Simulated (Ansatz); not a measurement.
```yaml
crystal:
  periodic: [false, false, false]
  atoms:
    - {symbol: B, position_ang: [-0.289873, 0.646381, -0.660929]}
    - {symbol: N, position_ang: [1.049580, 0.321157, -0.231338]}
    - {symbol: C, position_ang: [0.516616, -0.592407, 0.493227]}
    - {symbol: Te, position_ang: [-1.395344, -1.224680, -0.285394]}
    - {symbol: H, position_ang: [-0.744332, 1.734555, -0.814185]}
    - {symbol: H, position_ang: [0.905352, -0.949105, 1.452418]}
basis:
  gaussian: {orbitals: def2-mTZVP}
total_charge: 1
magnetization: {spin_polarized: true, initial_magnetization: 1}
hamiltonian: {xc: {name: RPBE}, dispersion: d4}
scf: {lower_state_search: full}
```

```sh
$ ansatz run in.yaml --threads 2 --pin off --events-out ev --progress --plain --max-ram 4352MiB
```

It prints (some lines left out):

```
Functional definition: RPBE
944 factors; their error is unknown
mean field evaluation 1: about -10469.3282 eV, gradient 9.5e1 eV
mean field evaluation 2: about -9875.1804 eV, gradient 2.4e2 eV
mean field evaluation 4: about -10521.3850 eV, gradient 1.5e1 eV
mean field evaluation 8: about -10522.5202 eV, gradient 7.0e-1 eV
mean field evaluation 16: about -10522.3783 eV, gradient 1.2e-3 eV
mean field -10522.37832812 eV, -386.6902712341 hartree, gradient 2.5e-5 eV, S^2 0.758145; 5 other end points of the search recorded, 0 dependent functions left out
reference -10522.37836666 eV, -386.6902726504 hartree; 22, 21 occupied and 77, 78 virtual orbitals, 944 factors
Total energy: -10522.86070231 eV, -386.7079981588 hartree
```

Hardware: 2 threads of an Arm Neoverse V1 on a shared host. Wall time 9 s, peak host memory 0.23 GiB.
